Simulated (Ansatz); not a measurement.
H₃NbO₄ (`[O]=[Nb]([OH])([OH])[OH]`) from Hartree–Fock to CCSD(T)

```xyz
8

O    -0.354    1.691    0.351
Nb   -0.013    0.063    0.013
O    -0.509   -1.000    1.509
O     1.848   -0.125   -0.324
O    -1.004   -0.476   -1.518
H    -0.892   -0.729    2.344
H     2.535    0.543   -0.321
H    -1.611    0.033   -2.056
```

Charge 0, multiplicity 1. Correlated methods include outer-core shells of Nb, which these sets cover unevenly. Nb takes the def2 core potential. All single points use the PBE0-D4/def2-TZVP geometry. It is one conformer, not always the lowest. Frozen core, restricted reference, Ansatz.

```csv
basis,HF (Eh),MP2 corr.,CCSD corr.,(T),CCSD(T) total
def2-SVP,?,-1.10044,-1.07572,-0.04261,?
def2-TZVPP,?,-1.44254,?,-0.06944,?
def2-QZVPP,-357.94280,?,–,–,–
```

Fill in the withheld values. (An estimate is asked.)

Computed: def2-SVP HF (Eh): -357.51672; def2-SVP CCSD(T) total: -358.63505; def2-TZVPP HF (Eh): -357.92451; def2-TZVPP CCSD corr.: -1.40466; def2-TZVPP CCSD(T) total: -359.39861; def2-QZVPP MP2 corr.: -1.56717.
